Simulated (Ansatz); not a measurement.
Cost and result for the atomization energy of AlFH$_{2}$OTe (`[OH][Al]([F])[TeH]`) (6 atoms, 5 bonds).

The species carries charge 0 and has multiplicity 1. Correlated methods include outer-core shells of Te, which these sets cover unevenly. Te takes the def2 core potential. Geometry: relaxed with PBE0-D4/def2-TZVP. It is one conformer, not always the lowest. Program: Ansatz. All runs use 2 threads of an Arm Neoverse V1 on a shared host. Times are those of one run each, without the atoms' runs, and a repeat can differ threefold. Electronic energies, without spin–orbit coupling; frozen cores. CCSD(T)/CBS adds CCSD(T) − MP2 in def2-TZVPP to the MP2 limit, and its time is that of the two runs behind it. T1 = 0.012. With those shells the extrapolation isn't a true limit.

CCSD(T)/CBS is a level of theory with its own doubt, some kJ/mol a heavy atom from the limit and from the frozen cores, so smaller differences don't rank the functionals.

```json
{"level": "LDA (SPW92)/def2-TZVPP", "functions": "182", "wall time": "1.2 s"}
{"level": "revPBE-D4/def2-TZVPP", "functions": "182", "wall time": "2 s"}
{"level": "BLYP-D4/def2-TZVPP", "functions": "182", "wall time": "2 s"}
{"level": "PBE-D4/def2-TZVPP (with forces)", "functions": "182", "wall time": "2.5 s"}
{"level": "BHLYP-D4/def2-TZVPP", "functions": "182", "wall time": "3.5 s"}
{"level": "CAM-B3LYP-D4/def2-TZVPP", "functions": "182", "wall time": "3.7 s"}
{"level": "CCSD(T)/def2-SVP", "functions": "82", "wall time": "4.1 s"}
{"level": "r2SCAN-D4/def2-TZVPP (with forces)", "functions": "182", "wall time": "5 s"}
{"level": "r2SCANh-D4/def2-TZVPP", "functions": "182", "wall time": "6 s"}
{"level": "ωB97M-V/def2-TZVPP (with forces)", "functions": "182", "wall time": "12 s"}
{"level": "MP2/def2-QZVPP", "functions": "326", "wall time": "15 s"}
{"level": "CCSD(T)/def2-TZVPP", "functions": "182", "wall time": "94 s"}
{"level": "CCSD(T)/CBS(def2)", "functions": "–", "wall time": "110 s"}
```

Question: What atomization energy does each give, and how far from CCSD(T)/CBS? (Best estimate.)

Answer: Computed: 
```json
{"level": "LDA (SPW92)/def2-TZVPP", "atomization (kJ/mol)": "2372.3", "difference from CCSD(T)/CBS": "276.5", "per bond": "55.3"}
{"level": "revPBE-D4/def2-TZVPP", "atomization (kJ/mol)": "2015.9", "difference from CCSD(T)/CBS": "-79.9", "per bond": "-16.0"}
{"level": "BLYP-D4/def2-TZVPP", "atomization (kJ/mol)": "2053.0", "difference from CCSD(T)/CBS": "-42.8", "per bond": "-8.6"}
{"level": "PBE-D4/def2-TZVPP (with forces)", "atomization (kJ/mol)": "2083.5", "difference from CCSD(T)/CBS": "-12.3", "per bond": "-2.5"}
{"level": "BHLYP-D4/def2-TZVPP", "atomization (kJ/mol)": "1960.6", "difference from CCSD(T)/CBS": "-135.2", "per bond": "-27.0"}
{"level": "CAM-B3LYP-D4/def2-TZVPP", "atomization (kJ/mol)": "2056.1", "difference from CCSD(T)/CBS": "-39.7", "per bond": "-7.9"}
{"level": "CCSD(T)/def2-SVP", "atomization (kJ/mol)": "1893.1", "difference from CCSD(T)/CBS": "-202.7", "per bond": "-40.5"}
{"level": "r2SCAN-D4/def2-TZVPP (with forces)", "atomization (kJ/mol)": "2067.8", "difference from CCSD(T)/CBS": "-28.0", "per bond": "-5.6"}
{"level": "r2SCANh-D4/def2-TZVPP", "atomization (kJ/mol)": "2044.2", "difference from CCSD(T)/CBS": "-51.6", "per bond": "-10.3"}
{"level": "ωB97M-V/def2-TZVPP (with forces)", "atomization (kJ/mol)": "2052.0", "difference from CCSD(T)/CBS": "-43.8", "per bond": "-8.8"}
{"level": "MP2/def2-QZVPP", "atomization (kJ/mol)": "2137.7", "difference from CCSD(T)/CBS": "41.9", "per bond": "8.4"}
{"level": "CCSD(T)/def2-TZVPP", "atomization (kJ/mol)": "2013.5", "difference from CCSD(T)/CBS": "-82.3", "per bond": "-16.5"}
{"level": "CCSD(T)/CBS(def2)", "atomization (kJ/mol)": "2095.8", "difference from CCSD(T)/CBS": "0.0", "per bond": "0.0"}
```

At CCSD(T), def2-SVP lies −202.7 kJ/mol from the extrapolated value and def2-TZVPP −82.3 kJ/mol: correlation converges slowly with the basis, and small sets miss more of it in the bonded molecule than in its fragments. From r2SCAN to r2SCAN0 (25 % exact exchange), in def2-TZVPP and without D4, the atomization energy moves by −58.4 kJ/mol: exact exchange takes away binding that semilocal exchange gives to molecules. In def2-TZVPP, CCSD(T) changes the Hartree–Fock value by +569.2 kJ/mol (the triples alone add +39.4 kJ/mol) and MP2 by +643.6 kJ/mol; breaking electron pairs costs correlation energy, which Hartree–Fock lacks.

Spin–orbit coupling would lower the free Te atoms strongly, and the atomization energy with them, by more than many differences here.
